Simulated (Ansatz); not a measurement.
## Molecular dynamics of H₁₂O₄Si₅

The input (input.yaml):

```yaml
crystal:
  periodic: [false, false, false]
  atoms:
    - { symbol: Si, position_ang: [-0.674221, -0.647377, 0.257918] }
    - { symbol: O, position_ang: [-0.595699, -0.495019, 1.90813] }
    - { symbol: Si, position_ang: [-0.719753, 0.23672, 3.429929] }
    - { symbol: H, position_ang: [-2.102971, 0.030083, 3.98219] }
    - { symbol: H, position_ang: [0.287445, -0.396835, 4.346035] }
    - { symbol: H, position_ang: [-0.445582, 1.712552, 3.327768] }
    - { symbol: O, position_ang: [0.849522, -0.834763, -0.355813] }
    - { symbol: Si, position_ang: [2.482287, -0.92896, -0.767191] }
    - { symbol: H, position_ang: [2.706922, -2.136581, -1.633755] }
    - { symbol: H, position_ang: [2.886763, 0.30861, -1.51979] }
    - { symbol: H, position_ang: [3.31847, -1.049037, 0.478247] }
    - { symbol: O, position_ang: [-1.376695, 0.717359, -0.374628] }
    - { symbol: Si, position_ang: [-2.243663, 1.649823, -1.492952] }
    - { symbol: H, position_ang: [-3.720507, 1.456393, -1.286913] }
    - { symbol: H, position_ang: [-1.890485, 3.09326, -1.277811] }
    - { symbol: H, position_ang: [-1.887208, 1.2509, -2.899669] }
    - { symbol: O, position_ang: [-1.59449, -1.967669, -0.141186] }
    - { symbol: Si, position_ang: [-2.207107, -3.545281, -0.134358] }
    - { symbol: H, position_ang: [-2.178637, -4.11376, 1.259031] }
    - { symbol: H, position_ang: [-3.624547, -3.510839, -0.629953] }
    - { symbol: H, position_ang: [-1.380445, -4.414981, -1.041228] }
basis:
  gaussian: { orbitals: "6-31G" }
hamiltonian:
  xc: pbe0
  dispersion: d4
md:
  timestep: 0.5
  n_steps: 150
  ensemble: nvt_nose_hoover
  temperature: 300.0
  initial_velocities: maxwell_boltzmann
  seed: 630083
  nose_hoover: { tau: 300.0, chain_length: 1 }
```

Launched with:

```bash
$ ansatz run input.yaml --threads 4 --pin off --max-ram 5120MiB --backend cpu --events-out ev --progress --plain --runs-dir out
```

It starts from a relaxed structure.

Output, in part (one step line in 3, the closing report, with atoms numbered from 0):

```
md step     0: t =     0.00 fs  T =   300.0 K  F+E_penalty+E_count = -47743.69591109 eV  E_kin = 0.736782 eV  conserved = -47742.95912909 eV  (27 SCF iters)
md step     3: t =     1.50 fs  T =   266.9 K  F+E_penalty+E_count = -47743.61384484 eV  E_kin = 0.655461 eV  conserved = -47742.95838384 eV  (30 SCF iters)
md step     6: t =     3.00 fs  T =   202.9 K  F+E_penalty+E_count = -47743.45559847 eV  E_kin = 0.498334 eV  conserved = -47742.95726835 eV  (24 SCF iters)
md step     9: t =     4.50 fs  T =   166.2 K  F+E_penalty+E_count = -47743.36526544 eV  E_kin = 0.408275 eV  conserved = -47742.95700439 eV  (24 SCF iters)
md step    12: t =     6.00 fs  T =   172.2 K  F+E_penalty+E_count = -47743.38052558 eV  E_kin = 0.422918 eV  conserved = -47742.95763974 eV  (24 SCF iters)
md step    15: t =     7.50 fs  T =   188.3 K  F+E_penalty+E_count = -47743.42064949 eV  E_kin = 0.462376 eV  conserved = -47742.95833429 eV  (24 SCF iters)
md step    18: t =     9.00 fs  T =   178.8 K  F+E_penalty+E_count = -47743.39735037 eV  E_kin = 0.439204 eV  conserved = -47742.95824509 eV  (25 SCF iters)
md step    21: t =    10.50 fs  T =   151.3 K  F+E_penalty+E_count = -47743.32875665 eV  E_kin = 0.371615 eV  conserved = -47742.95728242 eV  (31 SCF iters)
md step    24: t =    12.00 fs  T =   155.2 K  F+E_penalty+E_count = -47743.33774555 eV  E_kin = 0.381053 eV  conserved = -47742.95688079 eV  (25 SCF iters)
md step    27: t =    13.50 fs  T =   208.1 K  F+E_penalty+E_count = -47743.46890982 eV  E_kin = 0.511147 eV  conserved = -47742.95801820 eV  (24 SCF iters)
md step    30: t =    15.00 fs  T =   253.3 K  F+E_penalty+E_count = -47743.58069741 eV  E_kin = 0.622007 eV  conserved = -47742.95904298 eV  (31 SCF iters)
md step    33: t =    16.50 fs  T =   237.6 K  F+E_penalty+E_count = -47743.54160531 eV  E_kin = 0.583491 eV  conserved = -47742.95857519 eV  (30 SCF iters)
md step    36: t =    18.00 fs  T =   182.9 K  F+E_penalty+E_count = -47743.40595986 eV  E_kin = 0.449104 eV  conserved = -47742.95741317 eV  (25 SCF iters)
md step    39: t =    19.50 fs  T =   148.9 K  F+E_penalty+E_count = -47743.32203519 eV  E_kin = 0.365713 eV  conserved = -47742.95696234 eV  (24 SCF iters)
md step    42: t =    21.00 fs  T =   160.7 K  F+E_penalty+E_count = -47743.35145501 eV  E_kin = 0.394678 eV  conserved = -47742.95750348 eV  (24 SCF iters)
md step    45: t =    22.50 fs  T =   190.3 K  F+E_penalty+E_count = -47743.42494795 eV  E_kin = 0.467472 eV  conserved = -47742.95831154 eV  (24 SCF iters)
md step    48: t =    24.00 fs  T =   195.0 K  F+E_penalty+E_count = -47743.43653551 eV  E_kin = 0.478972 eV  conserved = -47742.95853015 eV  (25 SCF iters)
md step    51: t =    25.50 fs  T =   165.5 K  F+E_penalty+E_count = -47743.36305450 eV  E_kin = 0.406418 eV  conserved = -47742.95773256 eV  (26 SCF iters)
md step    54: t =    27.00 fs  T =   144.3 K  F+E_penalty+E_count = -47743.31005461 eV  E_kin = 0.354353 eV  conserved = -47742.95691450 eV  (25 SCF iters)
md step    57: t =    28.50 fs  T =   170.7 K  F+E_penalty+E_count = -47743.37554551 eV  E_kin = 0.419310 eV  conserved = -47742.95757669 eV  (23 SCF iters)
md step    60: t =    30.00 fs  T =   211.6 K  F+E_penalty+E_count = -47743.47703165 eV  E_kin = 0.519794 eV  conserved = -47742.95874958 eV  (25 SCF iters)
md step    63: t =    31.50 fs  T =   207.9 K  F+E_penalty+E_count = -47743.46745515 eV  E_kin = 0.510527 eV  conserved = -47742.95863709 eV  (24 SCF iters)
md step    66: t =    33.00 fs  T =   162.6 K  F+E_penalty+E_count = -47743.35489231 eV  E_kin = 0.399234 eV  conserved = -47742.95754572 eV  (24 SCF iters)
md step    69: t =    34.50 fs  T =   130.5 K  F+E_penalty+E_count = -47743.27527424 eV  E_kin = 0.320380 eV  conserved = -47742.95692790 eV  (25 SCF iters)
md step    72: t =    36.00 fs  T =   144.6 K  F+E_penalty+E_count = -47743.31036566 eV  E_kin = 0.355207 eV  conserved = -47742.95733724 eV  (24 SCF iters)
md step    75: t =    37.50 fs  T =   184.7 K  F+E_penalty+E_count = -47743.40938873 eV  E_kin = 0.453595 eV  conserved = -47742.95816140 eV  (24 SCF iters)
md step    78: t =    39.00 fs  T =   206.6 K  F+E_penalty+E_count = -47743.46350075 eV  E_kin = 0.507496 eV  conserved = -47742.95860923 eV  (25 SCF iters)
md step    81: t =    40.50 fs  T =   188.2 K  F+E_penalty+E_count = -47743.41747589 eV  E_kin = 0.462189 eV  conserved = -47742.95813791 eV  (26 SCF iters)
md step    84: t =    42.00 fs  T =   156.4 K  F+E_penalty+E_count = -47743.33831398 eV  E_kin = 0.384224 eV  conserved = -47742.95716077 eV  (25 SCF iters)
md step    87: t =    43.50 fs  T =   160.3 K  F+E_penalty+E_count = -47743.34772463 eV  E_kin = 0.393772 eV  conserved = -47742.95723018 eV  (23 SCF iters)
md step    90: t =    45.00 fs  T =   195.5 K  F+E_penalty+E_count = -47743.43496458 eV  E_kin = 0.480120 eV  conserved = -47742.95836920 eV  (25 SCF iters)
md step    93: t =    46.50 fs  T =   206.0 K  F+E_penalty+E_count = -47743.46086363 eV  E_kin = 0.506007 eV  conserved = -47742.95867481 eV  (29 SCF iters)
md step    96: t =    48.00 fs  T =   175.0 K  F+E_penalty+E_count = -47743.38343538 eV  E_kin = 0.429785 eV  conserved = -47742.95775274 eV  (25 SCF iters)
md step    99: t =    49.50 fs  T =   147.4 K  F+E_penalty+E_count = -47743.31469445 eV  E_kin = 0.362054 eV  conserved = -47742.95698624 eV  (24 SCF iters)
md step   102: t =    51.00 fs  T =   163.2 K  F+E_penalty+E_count = -47743.35336036 eV  E_kin = 0.400713 eV  conserved = -47742.95723443 eV  (24 SCF iters)
md step   105: t =    52.50 fs  T =   210.3 K  F+E_penalty+E_count = -47743.46970108 eV  E_kin = 0.516559 eV  conserved = -47742.95803483 eV  (24 SCF iters)
md step   108: t =    54.00 fs  T =   245.7 K  F+E_penalty+E_count = -47743.55678855 eV  E_kin = 0.603445 eV  conserved = -47742.95862328 eV  (24 SCF iters)
md step   111: t =    55.50 fs  T =   238.0 K  F+E_penalty+E_count = -47743.53715999 eV  E_kin = 0.584428 eV  conserved = -47742.95842975 eV  (25 SCF iters)
md step   114: t =    57.00 fs  T =   199.3 K  F+E_penalty+E_count = -47743.44094808 eV  E_kin = 0.489519 eV  conserved = -47742.95750671 eV  (25 SCF iters)
md step   117: t =    58.50 fs  T =   177.2 K  F+E_penalty+E_count = -47743.38593360 eV  E_kin = 0.435200 eV  conserved = -47742.95714019 eV  (28 SCF iters)
md step   120: t =    60.00 fs  T =   189.1 K  F+E_penalty+E_count = -47743.41557164 eV  E_kin = 0.464312 eV  conserved = -47742.95799683 eV  (24 SCF iters)
md step   123: t =    61.50 fs  T =   193.8 K  F+E_penalty+E_count = -47743.42731792 eV  E_kin = 0.475878 eV  conserved = -47742.95853857 eV  (25 SCF iters)
md step   126: t =    63.00 fs  T =   164.0 K  F+E_penalty+E_count = -47743.35322766 eV  E_kin = 0.402820 eV  conserved = -47742.95785180 eV  (24 SCF iters)
md step   129: t =    64.50 fs  T =   132.6 K  F+E_penalty+E_count = -47743.27495768 eV  E_kin = 0.325672 eV  conserved = -47742.95701774 eV  (24 SCF iters)
md step   132: t =    66.00 fs  T =   141.9 K  F+E_penalty+E_count = -47743.29769963 eV  E_kin = 0.348615 eV  conserved = -47742.95708943 eV  (25 SCF iters)
md step   135: t =    67.50 fs  T =   189.5 K  F+E_penalty+E_count = -47743.41474743 eV  E_kin = 0.465295 eV  conserved = -47742.95780126 eV  (24 SCF iters)
md step   138: t =    69.00 fs  T =   237.1 K  F+E_penalty+E_count = -47743.53203107 eV  E_kin = 0.582406 eV  conserved = -47742.95843387 eV  (24 SCF iters)
md step   141: t =    70.50 fs  T =   250.6 K  F+E_penalty+E_count = -47743.56464092 eV  E_kin = 0.615503 eV  conserved = -47742.95848331 eV  (28 SCF iters)
md step   144: t =    72.00 fs  T =   228.7 K  F+E_penalty+E_count = -47743.50951633 eV  E_kin = 0.561572 eV  conserved = -47742.95781813 eV  (25 SCF iters)
md step   147: t =    73.50 fs  T =   206.3 K  F+E_penalty+E_count = -47743.45356929 eV  E_kin = 0.506642 eV  conserved = -47742.95728053 eV  (23 SCF iters)
md step   150: t =    75.00 fs  T =   209.2 K  F+E_penalty+E_count = -47743.46079303 eV  E_kin = 0.513776 eV  conserved = -47742.95783597 eV  (31 SCF iters)
Total energy: -47743.46084424 eV, -1754.5398243459 hartree
Atom 0 at    -0.762633    -0.767313     0.303975 Å, force    -0.018684    -1.067817    -0.157780 eV/Å
Atom 1 at    -0.787277    -0.608826     1.953838 Å, force    -0.050386     0.056492     0.365392 eV/Å
Atom 2 at    -0.499815     0.368011     3.320666 Å, force     0.276677    -0.035585     0.136220 eV/Å
Atom 3 at    -1.799290     0.952252     3.784554 Å, force    -0.050959     0.060710     0.019719 eV/Å
Atom 4 at     0.079953    -0.493086     4.429751 Å, force    -0.096016     0.148654    -0.255309 eV/Å
Atom 5 at     0.479062     1.499624     3.003990 Å, force    -0.237293    -0.293574     0.030468 eV/Å
Atom 6 at     0.858171    -0.930821    -0.113299 Å, force    -1.130029     0.001752     0.006164 eV/Å
Atom 7 at     2.380065    -0.641061    -0.751861 Å, force     0.636132    -0.054422    -0.295055 eV/Å
Atom 8 at     2.851693    -1.801158    -1.593584 Å, force    -0.192753     0.071098    -0.041522 eV/Å
Atom 9 at     2.366748     0.623685    -1.563236 Å, force    -0.034818     0.010489    -0.087561 eV/Å
Atom 10 at     3.407135    -0.486821     0.324594 Å, force    -0.026882     0.064029     0.231343 eV/Å
Atom 11 at    -1.430379     0.619700    -0.325082 Å, force     0.112589    -0.174491    -0.141547 eV/Å
Atom 12 at    -2.060093     1.685600    -1.475673 Å, force     0.411516    -0.144869     0.003657 eV/Å
Atom 13 at    -3.112158     2.533682    -0.956407 Å, force    -0.786718     0.418786     0.669821 eV/Å
Atom 14 at    -1.032831     2.595691    -1.980224 Å, force     0.762076     0.413741    -0.115102 eV/Å
Atom 15 at    -2.577664     1.004052    -2.652100 Å, force    -0.366443    -0.678080    -0.654558 eV/Å
Atom 16 at    -1.654140    -2.127017    -0.173205 Å, force     1.005648     1.603115     0.301152 eV/Å
Atom 17 at    -2.295634    -3.679230    -0.236755 Å, force    -0.369571    -0.056901    -0.537973 eV/Å
Atom 18 at    -3.132438    -3.913041     0.972032 Å, force    -0.236750    -0.072992     0.133321 eV/Å
Atom 19 at    -3.098239    -3.772226    -1.529529 Å, force     0.080780    -0.030205     0.383810 eV/Å
Atom 20 at    -1.225037    -4.705256    -0.283062 Å, force     0.311885    -0.239930     0.005341 eV/Å
Dipole moment:     0.040003     0.133491    -0.120844 e Å
```

The run went to its last step. The conserved energy stayed within 0.11 meV per atom of its start (net change 0.062 meV per atom), so the integration is sound. The mean temperature of the second half is 36 % below the set value. A run of 0.075 ps of so small a system gives no equilibrium averages. Limits of this set-up: no polarisation functions.

The same pairs are bonded in the first frame and the last. Pairs count as bonded within 1.25 times the sum of covalent radii (0.12 Å more for H–H).

Last frame:

```xyz
21
Properties=species:S:1:pos:R:3
Si -0.763 -0.767 0.304
O -0.787 -0.609 1.954
Si -0.500 0.368 3.321
H -1.799 0.952 3.785
H 0.080 -0.493 4.430
H 0.479 1.500 3.004
O 0.858 -0.931 -0.113
Si 2.380 -0.641 -0.752
H 2.852 -1.801 -1.594
H 2.367 0.624 -1.563
H 3.407 -0.487 0.325
O -1.430 0.620 -0.325
Si -2.060 1.686 -1.476
H -3.112 2.534 -0.956
H -1.033 2.596 -1.980
H -2.578 1.004 -2.652
O -1.654 -2.127 -0.173
Si -2.296 -3.679 -0.237
H -3.132 -3.913 0.972
H -3.098 -3.772 -1.530
H -1.225 -4.705 -0.283
```

The run took 13 min on 4 threads of Arm Neoverse V1, on a shared host, peak memory 0.44 GiB.
